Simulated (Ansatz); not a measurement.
H₁₂O₆Ti, charge +3, doublet, geometry from GFN2-xTB (such geometries of metal compounds can be far from the true shape); Ansatz (an electronic-structure program) with PBE/STO-3G.

Here is a job for Ansatz.
Ansatz 0.2 input:
```yaml
crystal:
  periodic: [false, false, false]
  atoms:
    - {symbol: Ti, position_ang: [0.00000000, -0.00000000, 0.00000000]}
    - {symbol: O, position_ang: [-0.62795870, 1.69434690, -0.91677950]}
    - {symbol: H, position_ang: [-1.52378457, 2.08531234, -0.97029631]}
    - {symbol: H, position_ang: [-0.07297740, 2.32338839, -1.42299588]}
    - {symbol: O, position_ang: [1.55687199, 1.05393829, 0.75564005]}
    - {symbol: H, position_ang: [1.51375231, 1.93929188, 1.17306331]}
    - {symbol: H, position_ang: [2.50792783, 0.82637641, 0.79957606]}
    - {symbol: O, position_ang: [1.04511822, -0.45152455, -1.67615085]}
    - {symbol: H, position_ang: [1.96574695, -0.76859606, -1.77680075]}
    - {symbol: H, position_ang: [0.72000546, -0.39573026, -2.59872397]}
    - {symbol: O, position_ang: [-1.04511822, 0.45152455, 1.67615085]}
    - {symbol: H, position_ang: [-1.96574695, 0.76859606, 1.77680075]}
    - {symbol: H, position_ang: [-0.72000546, 0.39573026, 2.59872397]}
    - {symbol: O, position_ang: [-1.55687199, -1.05393829, -0.75564005]}
    - {symbol: H, position_ang: [-1.51375231, -1.93929188, -1.17306331]}
    - {symbol: H, position_ang: [-2.50792783, -0.82637641, -0.79957606]}
    - {symbol: O, position_ang: [0.62795870, -1.69434690, 0.91677950]}
    - {symbol: H, position_ang: [0.07297740, -2.32338839, 1.42299588]}
    - {symbol: H, position_ang: [1.52378457, -2.08531234, 0.97029631]}
basis:
  gaussian:
    orbitals: STO-3G
hamiltonian:
  xc: pbe
total_charge: 3
magnetization: {spin_polarized: true, initial_magnetization: 1}
```

Output, abridged:

```
Functional definition: PBE
865 factors; integrals over basis functions are off by at most 6.0e-5 eV
mean field evaluation 1: about -35132.8464 eV, gradient 4.5e1 eV
mean field evaluation 2: about -35129.7129 eV, gradient 5.4e1 eV
mean field evaluation 4: about -35144.6534 eV, gradient 7.0e-1 eV
mean field evaluation 8: about -35144.4985 eV, gradient 2.0e-2 eV
mean field evaluation 16: about -35143.1640 eV, gradient 3.4e0 eV
mean field -35144.49853484 eV, -1291.5364993588 hartree, gradient 5.7e-5 eV, S^2 0.751743; 2 other end points of the search recorded, 0 dependent functions left out
reference -35144.49857512 eV, -1291.5365008388 hartree; 40, 39 occupied and 20, 21 virtual orbitals, 865 factors
Total energy: -35144.49857512 eV, -1291.5365008388 hartree
```
